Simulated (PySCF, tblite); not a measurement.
Isomers of C3H12N2OSi, one GFN2-xTB conformer each. Single-point energies are computed at PBE0/pcSseg-1 (PySCF, gas phase, no added dispersion term), electronic only.

```tsv
SMILES	GFN2-xTB relative energy (kcal/mol)
CNC[Si@@H](N)OC	30.7
CCOC[SiH](N)N	45.7
CCN[Si@@H](O)NC	0.0
```

Conformers: `[CH3:1][NH:2][CH2:3][Si@@H:4]([NH2:5])[O:6][CH3:7]` with C1–N2–C3–Si4 65°, N2–C3–Si4–N5 39°, C3–Si4–N5–H -62° and 78°, C3–Si4–O6–C7 178°; `[CH3:1][CH2:2][O:3][CH2:4][SiH:5]([NH2:6])[NH2:7]` with C1–C2–O3–C4 -69°, C2–O3–C4–Si5 -168°, O3–C4–Si5–N6 66°, C4–Si5–N6–H -45° and -179°, C4–Si5–N7–H -73° and 65°; `[CH3:1][CH2:2][NH:3][Si@@H:4]([OH:5])[NH:6][CH3:7]` with C1–C2–N3–Si4 -80°, C2–N3–Si4–O5 177°, N3–Si4–O5–H 58°, N3–Si4–N6–C7 -173°.

What does PBE0/pcSseg-1 give for the same structures?

```
         SMILES  PBE0/pcSseg-1 E (Eh)  PBE0/pcSseg-1 (kcal/mol)  GFN2-xTB (kcal/mol)  point group
CCN[Si@@H](O)NC            -595.32554                       0.0                  0.0           C1
  CCOC[SiH](N)N            -595.28423                      25.9                 45.7           C1
CNC[Si@@H](N)OC            -595.27995                      28.6                 30.7           C1
```

Both levels put the same isomer lowest; measured from each level's own lowest isomer, the values differ by up to 19.8 kcal/mol (CCOC[SiH](N)N: 45.7 against 25.9). As drawn, the lowest has an O–H bond, which the highest lacks; the highest has an Si–C bond, which the lowest lacks.

Which frontier levels, dipoles and rotational constants go with these structures?

```csv
SMILES,"HOMO (eV, PBE0/pcSseg-1)",LUMO (eV),dipole (D),"A, B, C (MHz)"
CCN[Si@@H](O)NC,-6.54,1.17,1.68,"3449, 1225, 1013"
CCOC[SiH](N)N,-6.93,1.34,1.45,"4888, 938.5, 836.3"
CNC[Si@@H](N)OC,-5.82,0.81,1.90,"4522, 1116, 997.9"
```

What happens when harmonic zero-point energies from GFN2-xTB frequencies are added?

```tsv
SMILES	ZPE (kcal/mol)	electronic (kcal/mol)	with ZPE (kcal/mol)
CCN[Si@@H](O)NC	98.9	0.0	0.0
CCOC[SiH](N)N	97.6	25.9	24.6
CNC[Si@@H](N)OC	98.2	28.6	27.9
```

The zero-point energies span 1.3 kcal/mol. The order is unchanged.
